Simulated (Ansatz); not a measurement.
OY, SMILES [Y]=[O] (connectivity only; charge and spin as stated), neutral, multiplicity 2.

Geometry: PBE-D3(BJ)/def2-TZVPD. The def2 effective core potentials stand for the cores of Y; spin–orbit coupling is left out.

Two levels are set side by side: PBE/def2-TZVPD (Ansatz, a quantum-chemistry and plane-wave program) and PBE0/def2-TZVPD (Ansatz). Energy differences of separate SCF runs at the same geometry; the states with an electron removed or added have multiplicity 1 and 1. Differences are taken from unrounded values.

```
quantity                         PBE0
-------------------------------  ----
vertical ionisation energy (eV)  6.24
vertical electron affinity (eV)  1.16
```

Question: What does PBE give, and how far is it from PBE0? (The exact figures need the calculation; the answer reports its results.)

Answer: 
```json
[
 {"quantity": "vertical ionisation energy (eV)", "PBE": "6.26", "PBE minus PBE0": "0.02"},
 {"quantity": "vertical electron affinity (eV)", "PBE": "1.18", "PBE minus PBE0": "0.01"}
]
```

Here PBE gives about what the other level gives.
